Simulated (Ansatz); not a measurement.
```xyz
7

C    -0.0091    0.0352   -0.6972
N     0.0085    0.0677    0.7465
H     0.0078   -0.9795   -1.1540
H    -0.8892    0.5703   -1.0780
H     0.8739    0.5692   -1.0883
H    -0.8160   -0.4272    1.1234
H     0.8130   -0.4194    1.1306
```

Basis set: 6-31G* (spherical functions). Left uncorrelated: 2 orbitals. Charge 0, multiplicity 1.

Computed with Ansatz (development build ahead of 0.2.0); each method stands on the lowest determinant of its kind that the runs found. Restricted open shells among the atoms or ions are ROHF, correlated in semicanonical orbitals with singles.

The atomization energy at this shape (free ground-state atoms in the same class of orbitals less the molecule, no zero-point energy) of singlet CH5N:

| method | atomization energy |
| --- | --- |
| RHF-MP2 | 22.45 eV |

Question: What does RHF give?

Answer: 17.88 eV.
